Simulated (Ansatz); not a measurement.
`C[SiH2][SiH](Cl)Cl` + H₂O → `O[SiH2][SiH](Cl)Cl` + CH₄ at 600 K and 1 bar (formal hydrolysis of the Si–C bond).

Isolated molecules relaxed with PBE0-D4/def2-TZVP in Ansatz; ΔE leaves out vibrations. CBS: MP2 limit from def2 TZ/QZ plus the TZ coupled-cluster correction, frozen cores. This one scheme is used for every species. Each species was taken in one conformer, which may not be the lowest.

```json
{"species": "`C[SiH2][SiH](Cl)Cl`", "CCSD(T)/CBS energy (Eh)": "-1539.48961", "H − E (kJ/mol)": "246.6", "S (J/(mol·K))": "500.5"}
{"species": "H₂O", "CCSD(T)/CBS energy (Eh)": "-76.37941", "H − E (kJ/mol)": "76.8", "S (J/(mol·K))": "212.8"}
{"species": "`O[SiH2][SiH](Cl)Cl`", "CCSD(T)/CBS energy (Eh)": "-1575.43809", "H − E (kJ/mol)": "182.3", "S (J/(mol·K))": "484.3"}
{"species": "CH₄", "CCSD(T)/CBS energy (Eh)": "-40.46206", "H − E (kJ/mol)": "140.4", "S (J/(mol·K))": "215.7"}
```

H − E and S are ideal-gas, rigid-rotor, harmonic terms from PBE0-D4/def2-TZVP, for one conformer and one mirror image of each species. 1 Eh = 2625.50 kJ/mol, R = 8.31446 J/(mol·K).

Problem. By hand: ΔE, ΔH, ΔS and ΔG.

Solution. ΔE = (-1575.43809) + (-40.46206) − (-1539.48961) − (-76.37941) = -0.03113 Eh = -81.7 kJ/mol. Δ(H − E) = 182.3 + 140.4 − 246.6 − 76.8 = -0.7, so ΔH = -82.4 kJ/mol. ΔS = 484.3 + 215.7 − 500.5 − 212.8 = -13.3 J/(mol·K). ΔG = -82.4 − 600 × (-13.3)/1000 = -74.4 kJ/mol.

Problem. By hand: the equilibrium constant, and the temperature at which ΔG would vanish if ΔH and ΔS stayed fixed.

Solution. log₁₀ K = −ΔG/(RT ln 10) = 6.5. ΔG = 0 at ΔH/ΔS = 6195 K, far beyond where these terms or the molecules hold.

The number of gas molecules stays the same, so ΔS is small and ΔH decides. A doubt of 5 kJ/mol in ΔE shifts log₁₀ K by 0.4 here. Other conformers and mirror images would add mixing entropy, several J/(mol·K) or more a flexible species. Modes under 60 cm⁻¹, often nearly free rotors, make the harmonic entropy too high. These are equilibria of isolated gas molecules and say nothing of rates. Largest T1 diagnostic: 0.011 (customary marks: 0.02 for closed shells, 0.045 for open ones).
